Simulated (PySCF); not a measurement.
1-bromo-3-fluoropropa-1,2-diene (C3H2BrF), SMILES FC=C=CBr.

Geometry optimised at ωB97X-D3(BJ)/def2-SVP.

All values below come from TDA-CAM-B3LYP/def2-SVPD run with PySCF 2.14.0.

Vertical excitations. Gas-phase values at a fixed geometry.

Computed UV-visible absorptions:
```
state  energy (eV)  λ (nm)      f                                              main pairs
-----  -----------  ------  -----  ------------------------------------------------------
S1            5.09     243  0.001                      HOMO−1→LUMO+1 64 %, HOMO→LUMO 29 %
S2            5.23     237  0.000                      HOMO→LUMO 65 %, HOMO−1→LUMO+1 30 %
S3            6.15     202  0.002    HOMO−2→LUMO 52 %, HOMO−1→LUMO 22 %, HOMO→LUMO+1 18 %
S4            6.30     197  0.030     HOMO→LUMO+1 48 %, HOMO−2→LUMO 36 %, HOMO−1→LUMO 9 %
S5            6.55     189  0.000                                      HOMO−2→LUMO+1 95 %
S6            6.85     181  0.008                      HOMO→LUMO+2 70 %, HOMO−3→LUMO 12 %
S7            7.15     173  0.736  HOMO−1→LUMO 47 %, HOMO→LUMO+1 21 %, HOMO−1→LUMO+2 12 %
S8            7.50     165  0.011    HOMO−3→LUMO 35 %, HOMO→LUMO+3 30 %, HOMO→LUMO+2 21 %
S9            7.60     163  0.373                                      HOMO−1→LUMO+2 65 %
S10           8.02     155  0.054                                      HOMO−2→LUMO+2 82 %
T1            4.03     308      0  HOMO→LUMO+1 55 %, HOMO−1→LUMO 21 %, HOMO−3→LUMO+1 10 %
T2            4.22     294      0                      HOMO−1→LUMO 56 %, HOMO→LUMO+1 23 %
T3            4.68     265      0                      HOMO→LUMO 76 %, HOMO−1→LUMO+1 17 %
T4            4.74     261      0                      HOMO−1→LUMO+1 77 %, HOMO→LUMO 16 %
```
Triplets are in the Tamm–Dancoff approximation.
